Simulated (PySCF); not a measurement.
**Radial density of Cu⁺ (copper, charge +1)**

M06-2X, [Ar] 3d9 4p1, one real determinant (an excited configuration). All numbers are calculated (PySCF 2.14, scalar relativity by spin-free X2C-1e, in x2c-TZVPPall with one added diffuse shell each of s, p, d, f type (7s6p5d3f1g, 80 functions)).

| r (bohr) | 4πr²ρ (e/bohr) | 4πr²(ρα − ρβ) |
| --- | --- | --- |
| 0.000855 | 0.2261 | 0.0000 |
| 0.00144 | 0.5674 | 0.0000 |
| 0.00242 | 1.412 | 0.0000 |
| 0.00407 | 3.402 | 0.0000 |
| 0.00685 | 7.705 | -0.0001 |
| 0.0115 | 15.75 | -0.0001 |
| 0.0194 | 27.12 | 0.0000 |
| 0.0326 | 35.15 | 0.0013 |
| 0.0548 | 31.41 | 0.0068 |
| 0.0922 | 29.00 | 0.0244 |
| 0.155 | 39.97 | 0.0891 |
| 0.261 | 26.89 | 0.3827 |
| 0.439 | 18.81 | 1.0319 |
| 0.738 | 20.26 | 1.0758 |
| 1.24 | 6.041 | 0.4379 |
| 2.09 | 1.040 | 0.3663 |
| 3.51 | 0.3150 | 0.2753 |
| 5.91 | 0.03060 | 0.0306 |
| 9.93 | 0.0002830 | 0.0003 |

Densities and radii are taken from the X2C orbitals without a picture-change correction, which distorts them close to the nucleus.

⟨L²⟩ = 8.01 against 12 for a pure F term, so this real determinant mixes terms.
